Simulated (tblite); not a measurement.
Species: C4H8SSe.
SMILES with atom numbers: `[CH3:1][S:2][CH2:3][C:4]([CH3:5])=[Se:6]` (hydrogens: H7, H8, H9 on C1; H10, H11 on C3; H12, H13, H14 on C5)

Computed with GFN2-xTB (tblite), gas phase: nudged elastic band of 9 images (0 to 8), spring 0.2 eV/Å², climbing image at the end, force threshold 0.05 eV/Å. No saddle search or frequency run followed, so the top image need not be a first-order saddle, and its height can exceed the method's true barrier by a kcal/mol or more.

Path: rotation about C3–C4 (sp3 carbon bound to sulfur, carbon bonded to 2 C and Se), followed by the dihedral S2–C3–C4–C5. Start geometry (image 0):
```
atom  x, y, z in Å
C1     -2.193    0.007   -0.603
S2     -1.035    1.312   -0.121
C3      0.025    0.375    1.061
C4      0.903   -0.544    0.304
C5      2.046    0.079   -0.414
Se6     0.562   -2.283    0.221
H7     -2.891    0.458   -1.301
H8     -2.720   -0.353    0.276
H9     -1.657   -0.805   -1.088
H10    -0.638   -0.146    1.751
H11     0.590    1.147    1.583
H12     1.693    0.907   -1.030
H13     2.752    0.492    0.308
H14     2.563   -0.645   -1.038
```

The converged band, energies from image 0, some withheld:

```json
{"image": "0", "dihedral (°)": "74", "S2–C3 (Å)": "1.844", "C3–C4 (Å)": "1.480", "C4–C5 (Å)": "1.486", "S2–C3–C4 (°)": "109.2", "C3–C4–C5 (°)": "116.3", "E (kcal/mol)": "0.00"}
{"image": "1", "dihedral (°)": "87", "S2–C3 (Å)": "1.846", "C3–C4 (Å)": "1.479", "C4–C5 (Å)": "1.486", "S2–C3–C4 (°)": "108.0", "C3–C4–C5 (°)": "116.3", "E (kcal/mol)": "?"}
{"image": "2", "dihedral (°)": "102", "S2–C3 (Å)": "1.846", "C3–C4 (Å)": "1.482", "C4–C5 (Å)": "1.486", "S2–C3–C4 (°)": "109.2", "C3–C4–C5 (°)": "116.4", "E (kcal/mol)": "1.68"}
{"image": "3", "dihedral (°)": "120", "S2–C3 (Å)": "1.841", "C3–C4 (Å)": "1.488", "C4–C5 (Å)": "1.487", "S2–C3–C4 (°)": "111.9", "C3–C4–C5 (°)": "116.2", "E (kcal/mol)": "?"}
{"image": "4", "dihedral (°)": "142", "S2–C3 (Å)": "1.831", "C3–C4 (Å)": "1.493", "C4–C5 (Å)": "1.489", "S2–C3–C4 (°)": "114.1", "C3–C4–C5 (°)": "115.6", "E (kcal/mol)": "4.28"}
{"image": "5", "dihedral (°)": "160", "S2–C3 (Å)": "1.823", "C3–C4 (Å)": "1.495", "C4–C5 (Å)": "1.491", "S2–C3–C4 (°)": "115.4", "C3–C4–C5 (°)": "114.8", "E (kcal/mol)": "?"}
{"image": "6", "dihedral (°)": "178", "S2–C3 (Å)": "1.818", "C3–C4 (Å)": "1.495", "C4–C5 (Å)": "1.492", "S2–C3–C4 (°)": "115.9", "C3–C4–C5 (°)": "114.3", "E (kcal/mol)": "4.11"}
{"image": "7", "dihedral (°)": "-165", "S2–C3 (Å)": "1.818", "C3–C4 (Å)": "1.494", "C4–C5 (Å)": "1.492", "S2–C3–C4 (°)": "115.5", "C3–C4–C5 (°)": "114.5", "E (kcal/mol)": "3.86"}
{"image": "8", "dihedral (°)": "-150", "S2–C3 (Å)": "1.822", "C3–C4 (Å)": "1.492", "C4–C5 (Å)": "1.491", "S2–C3–C4 (°)": "115.2", "C3–C4–C5 (°)": "114.8", "E (kcal/mol)": "3.69"}
```

**Question.** Estimate the withheld energies, and name the highest image.

**Answer.** image 1: 0.32 kcal/mol; image 3: 3.39 kcal/mol; image 5: 4.30 kcal/mol. The highest is image 5.

**Question.** Between which neighbours does the energy rise most, and fall most?

**Answer.** It rises most from image 2 to 3 (+1.71 kcal/mol) and falls most from image 6 to 7 (-0.25 kcal/mol).

**Question.** Give the height of the top above the start in other units, and in kT at 298.15 K.

**Answer.** 0.1865 eV = 4.30 kcal/mol = 18.0 kJ/mol = 1504 cm⁻¹, or 7.3 kT.

What follows is the cost of the whole band run. Hardware: one thread, INTEL XEON PLATINUM 8581C at 2.10 GHz (x86_64), no GPU (shared host). Cost: 3.0 s, 0.18 GiB resident at most.
